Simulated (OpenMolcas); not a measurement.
# Ionisation energies of germanium

```json
{
 "Program": "OpenMolcas 26.06",
 "Basis": "ANO-R2 [6s5p4d3f1g]",
 "Scalar Hamiltonian": "X2C, finite nucleus",
 "Spin-orbit coupling": "RASSI with atomic mean-field integrals over the reference wave functions, term energies averaged over their components"
}
```

Active shells in each charge state: the valence s, p shells, with orbitals averaged over the low states. Where CASPT2's correlated closed shells are named, they are those of the first ion.

A. CASSCF
B. SS-CASPT2, IPEA 0.25 Eh, imaginary shift 0.1 Eh (closed shells correlated: 3s 3p 3d)

Energies in eV between the lowest computed levels (charge -1 gives the electron affinity), named as in B; reference values from the NIST Atomic Spectra Database with their kind.

| From | To | A | B | Spin-orbit share in B | Reference |
| --- | --- | --- | --- | --- | --- |
| Ge- 4s2 4p3 4S* 3/2 | Ge 4s2 4p2 3P0 | 0.321 | 0.846 | -0.108 |  |
| Ge 4s2 4p2 3P0 | Ge+ 4s2 4p 2P* 1/2 | 7.076 | 7.761 | -0.020 | 7.899 (measured) |
| Ge+ 4s2 4p 2P* 1/2 | Ge2+ 4s2 1S0 | 14.893 | 15.852 | +0.132 | 15.935 (measured) |
| Ge2+ 4s2 1S0 | Ge3+ 4s 2S 1/2 | 33.262 | 33.997 | +0.000 | 34.058 (measured) |
| Ge3+ 4s 2S 1/2 | Ge4+ 3d10 1S0 | 44.479 | 45.513 | +0.000 | 45.715 (measured) |

Error against the reference values, in %:

```json
{"From": "Ge", "Reference": "measured", "A": "-10.4", "B": "-1.7"}
{"From": "Ge+", "Reference": "measured", "A": "-6.5", "B": "-0.5"}
{"From": "Ge2+", "Reference": "measured", "A": "-2.3", "B": "-0.2"}
{"From": "Ge3+", "Reference": "measured", "A": "-2.7", "B": "-0.4"}
```

Mean absolute error over the 4 measured values: A 0.97 eV, B 0.12 eV. B lies closest.

No diffuse functions were added, so the electron affinity comes out too small, and without dynamic correlation a bound anion can come out unbound.

* marks odd parity.
